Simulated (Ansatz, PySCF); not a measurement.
CH3Cl3Sn, SMILES [CH3][Sn]([Cl])([Cl])[Cl].

The structure is a stationary point at B3LYP-D3(BJ)/def2-SVP. The isomer is the one that the SMILES or the coordinates give; other isomers of the formula were not compared. The def2 effective core potentials stand for the cores of Sn; spin–orbit coupling is left out.

Vertical ionisation energy (IE) and electron affinity (EA) in eV. Rows of orbital energies are one-electron estimates. Where ΔSCF, EOM or ADC give a negative EA the extra electron is unbound and the value depends on the basis.

| level | IE | EA |
|---|---|---|
| −ε(HOMO), −ε(LUMO), r2SCAN/def2-TZVP (PySCF) | 8.12 | 3.17 |
| −ε(HOMO), −ε(LUMO), PBE/def2-TZVP (PySCF) | 7.73 | 3.34 |
| ΔSCF, PBE/def2-SVPD (Ansatz), final states of multiplicity 2 and 2 | 10.44 | 1.10 |

Problem. What vertical singlet–triplet gap does ΔSCF give with PBE/def2-SVPD (Ansatz, an electronic-structure program)? (An estimate is asked for; the answer gives what the named calculation found.)

Solution. 4.25 eV (triplet above singlet where positive).
